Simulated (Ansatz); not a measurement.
Steps of a relaxation of `CC(C)[NH][Zr]([Cl])([Cl])[Cl]` with RKS PBE0-D4/def2-TZVP.

```sh
$ ansatz run in.yaml --threads 4 --pin off --events-out ev --progress --plain --max-ram 66560MiB --backend cuda --devices 0, --max-vram 37GiB
```

```yaml
crystal:
  periodic: [false, false, false]
  atoms:
    - {symbol: C, position_ang: [0.803500, 1.125830, 0.574510]}
    - {symbol: C, position_ang: [0.521830, -0.368240, 0.839280]}
    - {symbol: C, position_ang: [1.255730, -1.241010, -0.198800]}
    - {symbol: N, position_ang: [-0.916700, -0.579100, 0.756430]}
    - {symbol: Zr, position_ang: [-1.702680, 0.456460, -0.729090]}
    - {symbol: Cl, position_ang: [-2.243620, 2.634620, -0.257660]}
    - {symbol: Cl, position_ang: [-0.667820, 0.555790, -2.769120]}
    - {symbol: Cl, position_ang: [-3.691130, -0.532440, -1.287890]}
    - {symbol: H, position_ang: [0.183200, 1.739890, 1.238750]}
    - {symbol: H, position_ang: [0.587630, 1.381350, -0.479800]}
    - {symbol: H, position_ang: [1.851280, 1.348440, 0.773110]}
    - {symbol: H, position_ang: [0.888630, -0.624640, 1.849590]}
    - {symbol: H, position_ang: [2.323690, -1.036870, -0.190850]}
    - {symbol: H, position_ang: [1.107010, -2.297870, 0.024500]}
    - {symbol: H, position_ang: [0.853660, -1.030360, -1.199210]}
    - {symbol: H, position_ang: [-1.154230, -1.531840, 1.056260]}
basis:
  gaussian: {orbitals: def2-TZVP}
hamiltonian: {xc: pbe0, dispersion: d4}
relax: {f_tol: 0.005, max_steps: 150}
```

Positions (Å) and forces (eV/Å) along the path, 10 of 18 steps:

```xyz
16
step=1 energy=-43572.6176 eV
C     0.803    1.126    0.575   -0.289   -0.569    0.433
C     0.522   -0.368    0.839    0.629    0.100   -0.249
C     1.256   -1.241   -0.199   -0.229    0.246    0.451
N    -0.917   -0.579    0.756    0.463   -1.240    0.606
Zr   -1.703    0.456   -0.729   -1.137    0.124   -0.125
Cl   -2.244    2.635   -0.258   -0.232    1.002    0.425
Cl   -0.668    0.556   -2.769    0.755   -0.039   -1.053
Cl   -3.691   -0.532   -1.288   -0.649   -0.439   -0.017
H     0.183    1.740    1.239    0.174   -0.003   -0.158
H     0.588    1.381   -0.480    0.328    0.173    0.195
H     1.851    1.348    0.773    0.016    0.092   -0.238
H     0.889   -0.625    1.850   -0.131    0.147   -0.216
H     2.324   -1.037   -0.191    0.195   -0.007   -0.057
H     1.107   -2.298    0.025   -0.019   -0.081   -0.050
H     0.854   -1.030   -1.199    0.235   -0.116    0.163
H    -1.154   -1.532    1.056   -0.109    0.610   -0.109
16
step=2 energy=-43572.9587 eV
C     0.842    1.113    0.578   -0.148   -0.257   -0.041
C     0.532   -0.373    0.803    0.361    0.205   -0.104
C     1.321   -1.263   -0.169   -0.268    0.182    0.101
N    -0.910   -0.582    0.656   -0.104   -0.017   -0.499
Zr   -1.870    0.499   -0.775   -0.013   -0.152   -0.052
Cl   -2.356    2.736   -0.160    0.082   -0.305    0.026
Cl   -0.653    0.547   -2.825   -0.226   -0.017    0.438
Cl   -3.873   -0.606   -1.257    0.171    0.067    0.143
H     0.229    1.740    1.231    0.072   -0.018   -0.034
H     0.679    1.417   -0.471    0.011   -0.045    0.129
H     1.891    1.326    0.779    0.082   -0.004   -0.001
H     0.842   -0.614    1.833   -0.167    0.006   -0.102
H     2.394   -1.069   -0.119    0.046   -0.003    0.083
H     1.146   -2.319    0.047    0.022   -0.024    0.009
H     0.984   -1.067   -1.193    0.117   -0.047    0.114
H    -1.198   -1.485    1.041   -0.037    0.431   -0.211
16
step=5 energy=-43573.1494 eV
C     0.949    1.104    0.518    0.011    0.062    0.035
C     0.522   -0.336    0.734    0.044   -0.040    0.062
C     1.412   -1.298   -0.040    0.051   -0.004   -0.014
N    -0.880   -0.511    0.361    0.050    0.120   -0.093
Zr   -2.069    0.520   -0.853    0.036    0.036    0.043
Cl   -2.452    2.656    0.052   -0.024   -0.040    0.003
Cl   -0.954    0.785   -2.904   -0.011   -0.023    0.005
Cl   -4.011   -0.769   -1.044   -0.012    0.012    0.002
H     0.372    1.790    1.144    0.012   -0.027   -0.052
H     0.827    1.398   -0.531    0.022    0.003    0.000
H     2.007    1.226    0.762   -0.070    0.004   -0.010
H     0.610   -0.559    1.806    0.031    0.016   -0.006
H     2.464   -1.167    0.240   -0.107   -0.011   -0.012
H     1.137   -2.336    0.159   -0.011    0.004   -0.026
H     1.313   -1.115   -1.115    0.024   -0.019    0.056
H    -1.246   -1.389    0.713   -0.048   -0.094    0.007
16
step=9 energy=-43573.1615 eV
C     0.965    1.101    0.458   -0.004    0.019   -0.012
C     0.529   -0.329    0.718   -0.034   -0.019    0.000
C     1.447   -1.327    0.028    0.021   -0.004   -0.002
N    -0.851   -0.515    0.279   -0.031   -0.060    0.020
Zr   -2.106    0.557   -0.826    0.014    0.015   -0.024
Cl   -2.501    2.636    0.196   -0.005   -0.017    0.005
Cl   -1.106    0.913   -2.923   -0.006   -0.002    0.025
Cl   -4.036   -0.753   -0.989    0.001    0.006    0.000
H     0.321    1.814    0.979    0.031   -0.015   -0.014
H     0.944    1.326   -0.616    0.005   -0.012    0.043
H     1.990    1.257    0.802   -0.034   -0.001   -0.015
H     0.566   -0.508    1.802    0.008    0.016   -0.020
H     2.470   -1.233    0.401   -0.027    0.000   -0.014
H     1.116   -2.354    0.204    0.011    0.013   -0.003
H     1.452   -1.149   -1.051    0.002   -0.015    0.028
H    -1.201   -1.437    0.538    0.048    0.074   -0.018
16
step=11 energy=-43573.1638 eV
C     0.969    1.095    0.407    0.009   -0.023   -0.007
C     0.527   -0.325    0.709   -0.016   -0.025    0.030
C     1.453   -1.348    0.067    0.026    0.026   -0.003
N    -0.845   -0.522    0.257   -0.096    0.031   -0.038
Zr   -2.112    0.576   -0.810    0.034    0.019   -0.012
Cl   -2.555    2.597    0.311    0.008   -0.046   -0.018
Cl   -1.120    1.040   -2.893   -0.019   -0.004    0.043
Cl   -4.022   -0.753   -1.040    0.011    0.010    0.007
H     0.326    1.829    0.899   -0.016   -0.002    0.004
H     0.960    1.283   -0.672    0.005    0.006   -0.008
H     1.988    1.260    0.757    0.026    0.005    0.002
H     0.550   -0.465    1.799    0.009   -0.002   -0.030
H     2.472   -1.234    0.446    0.000    0.000   -0.009
H     1.128   -2.369    0.281   -0.014    0.008    0.005
H     1.469   -1.215   -1.018   -0.002   -0.005    0.026
H    -1.188   -1.449    0.499    0.033    0.001    0.010
16
step=12 energy=-43573.1645 eV
C     0.972    1.092    0.387    0.000   -0.012   -0.016
C     0.525   -0.324    0.705    0.026   -0.003    0.011
C     1.456   -1.355    0.084   -0.013    0.018   -0.009
N    -0.845   -0.524    0.246   -0.035    0.001   -0.018
Zr   -2.115    0.581   -0.809   -0.001    0.030   -0.004
Cl   -2.573    2.575    0.350    0.008   -0.030   -0.012
Cl   -1.132    1.096   -2.882   -0.011   -0.010    0.024
Cl   -4.020   -0.753   -1.049    0.009    0.005   -0.002
H     0.325    1.833    0.864   -0.003   -0.010   -0.006
H     0.975    1.265   -0.694   -0.001    0.002    0.014
H     1.988    1.260    0.747    0.017    0.005    0.005
H     0.542   -0.449    1.797   -0.005   -0.006   -0.026
H     2.473   -1.234    0.466    0.005    0.003   -0.001
H     1.131   -2.373    0.312   -0.008    0.009    0.003
H     1.479   -1.239   -1.004   -0.004    0.001    0.027
H    -1.182   -1.454    0.482    0.015   -0.001    0.009
16
step=14 energy=-43573.1649 eV
C     0.977    1.091    0.371   -0.008    0.001   -0.011
C     0.524   -0.321    0.699    0.043    0.003   -0.005
C     1.458   -1.359    0.097   -0.026    0.004   -0.005
N    -0.844   -0.525    0.234   -0.001   -0.011    0.007
Zr   -2.121    0.585   -0.804    0.000    0.012   -0.008
Cl   -2.583    2.556    0.388   -0.002   -0.001    0.001
Cl   -1.145    1.135   -2.870   -0.002   -0.001    0.002
Cl   -4.019   -0.754   -1.064   -0.002   -0.002    0.001
H     0.324    1.837    0.832    0.011   -0.009   -0.008
H     0.992    1.252   -0.713   -0.003   -0.004    0.022
H     1.989    1.262    0.741   -0.007    0.000    0.002
H     0.534   -0.436    1.792   -0.008    0.000   -0.006
H     2.473   -1.234    0.482    0.002    0.001    0.001
H     1.130   -2.374    0.337    0.003    0.006    0.000
H     1.485   -1.258   -0.992   -0.001    0.001    0.011
H    -1.175   -1.458    0.469    0.001    0.001   -0.001
16
step=15 energy=-43573.1649 eV
C     0.978    1.090    0.368   -0.005   -0.005   -0.004
C     0.524   -0.320    0.699    0.026   -0.003   -0.002
C     1.458   -1.361    0.099   -0.012    0.005    0.001
N    -0.842   -0.526    0.232   -0.004    0.001   -0.002
Zr   -2.120    0.587   -0.805   -0.009    0.005    0.000
Cl   -2.589    2.552    0.395    0.002   -0.002    0.000
Cl   -1.148    1.145   -2.870    0.001   -0.001    0.001
Cl   -4.017   -0.754   -1.065    0.001   -0.001   -0.001
H     0.325    1.838    0.825    0.004   -0.002   -0.002
H     0.995    1.249   -0.715   -0.001   -0.002    0.007
H     1.990    1.263    0.740   -0.005    0.000    0.001
H     0.533   -0.433    1.792   -0.003    0.002   -0.002
H     2.473   -1.235    0.485    0.001   -0.001    0.000
H     1.129   -2.374    0.342    0.002    0.004    0.000
H     1.485   -1.262   -0.989    0.001    0.000    0.003
H    -1.173   -1.458    0.467    0.000    0.000    0.000
16
step=17 energy=-43573.1649 eV
C     0.979    1.090    0.363    0.001   -0.004    0.001
C     0.525   -0.319    0.697    0.006   -0.001    0.000
C     1.458   -1.362    0.103   -0.002    0.003    0.003
N    -0.842   -0.526    0.229   -0.005    0.006   -0.003
Zr   -2.122    0.589   -0.803    0.001   -0.002    0.001
Cl   -2.593    2.547    0.407    0.000   -0.001    0.000
Cl   -1.151    1.157   -2.865    0.000    0.000    0.001
Cl   -4.015   -0.756   -1.070    0.000    0.000    0.001
H     0.324    1.839    0.815    0.000    0.001    0.001
H     1.000    1.245   -0.721    0.000    0.000   -0.002
H     1.989    1.264    0.738   -0.002    0.000    0.000
H     0.530   -0.429    1.791    0.001    0.001    0.002
H     2.473   -1.236    0.489    0.000   -0.001   -0.001
H     1.129   -2.375    0.350    0.001    0.000    0.000
H     1.487   -1.268   -0.985    0.001    0.000   -0.002
H    -1.171   -1.459    0.462   -0.002   -0.002   -0.001
16
step=18 energy=-43573.1649 eV
C     0.980    1.090    0.362    0.001   -0.001    0.001
C     0.525   -0.319    0.697    0.003    0.000    0.000
C     1.458   -1.362    0.104   -0.002    0.001    0.002
N    -0.842   -0.526    0.229   -0.001    0.002   -0.002
Zr   -2.122    0.589   -0.803    0.001   -0.001    0.002
Cl   -2.593    2.546    0.409    0.000    0.000   -0.001
Cl   -1.152    1.159   -2.865    0.000    0.000    0.000
Cl   -4.016   -0.756   -1.070    0.000    0.000    0.000
H     0.324    1.839    0.813    0.000    0.001    0.000
H     1.001    1.244   -0.722    0.000    0.000   -0.001
H     1.989    1.264    0.738   -0.001    0.000    0.000
H     0.530   -0.428    1.791    0.000    0.000    0.001
H     2.473   -1.236    0.490    0.000    0.000    0.000
H     1.129   -2.375    0.351    0.001    0.000    0.000
H     1.487   -1.269   -0.985    0.000    0.000   -0.001
H    -1.171   -1.459    0.461   -0.002   -0.002   -0.001
```

It took 64 s on 4 threads of an AMD EPYC 7R13 on a shared host and a share of an NVIDIA H100 80 GB, with 1 GiB of host memory at the peak.
